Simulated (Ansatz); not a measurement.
Relaxation of CH₃BClO (7 atoms, charge -1, multiplicity 1), to a largest force component of 0.02 eV/Å in at most 50 steps.

Computed with RKS PBE-D4/6-31G* (Ansatz 0.2.0).

```xyz
7
Properties=species:S:1:pos:R:3:forces:R:3
C -0.563 1.016 -0.067 -0.28 0.56 -0.03
B 0.092 -0.246 0.004 0.41 -0.41 0.08
O 1.447 -0.548 0.318 0.29 0.93 0.13
Cl -0.885 -1.829 -0.350 -0.28 -0.60 -0.11
H -0.055 1.954 0.127 0.36 0.47 0.12
H -1.609 1.148 -0.316 -0.48 -0.04 -0.12
H 1.573 -1.495 0.283 -0.02 -0.91 -0.07
```

Question: Where does it end, and by what steps?

Answer: The forces met the threshold. Limits of this set-up: an anion without diffuse functions, the dipole of an ion depends on the origin. After 4 steps the energy has fallen by 0.054 eV; Cl4 moved furthest, 0.06 Å.

| step | energy less start (eV) | largest force component (eV/Å) | accepted |
| --- | --- | --- | --- |
| 0 | 0.0000 | 0.933 | yes |
| 1 | -0.0425 | 0.310 | yes |
| 2 | -0.0521 | 0.139 | yes |
| 3 | -0.0537 | 0.034 | yes |
| 4 | -0.0539 | 0.015 | yes |

```xyz
7
Properties=species:S:1:pos:R:3
C -0.569 1.041 -0.066
B 0.107 -0.234 0.011
O 1.465 -0.546 0.322
Cl -0.870 -1.889 -0.351
H -0.043 1.988 0.131
H -1.630 1.154 -0.321
H 1.540 -1.516 0.273
```

Time of the run: 12 s on 1 thread of Arm Neoverse V1, with other jobs on the host, peak memory 0.15 GiB.
